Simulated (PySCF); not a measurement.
Molecule: sum formula InO$_{2}$H$_{2}$ (charge -1, singlet). 
Coordinates optimised at B3LYP-D3(BJ)/def2-TZVP (Ansatz):
```xyz
5

In     0.2010     0.0942     0.3470
O      0.7655     0.2524    -1.6972
H     -0.0073    -0.0796    -2.1716
O     -1.7179    -0.7089    -0.2281
H     -2.2227    -0.8865     0.5731
```
Charge -1, spin multiplicity 1.

Dispersion corrections to the total energy (kcal/mol) from the dftd3 and dftd4 libraries through PySCF: D3(BJ) without and D4 with the three-body term, each with the damping fitted for the functional named.

```csv
functional,D3(BJ),D4
HSE06,-1.10,-1.59
LC-wPBE,-1.55,-2.29
BP86,-2.73,-2.74
CAM-B3LYP,-1.33,___
TPSSh,___,-2.43
r2SCAN,-0.39,-0.43
B3LYP,-2.90,___
```

Problem. What belongs in the gaps?

Solution. 
- CAM-B3LYP, D4: -1.73
- TPSSh, D3(BJ): -1.80
- B3LYP, D4: -3.33
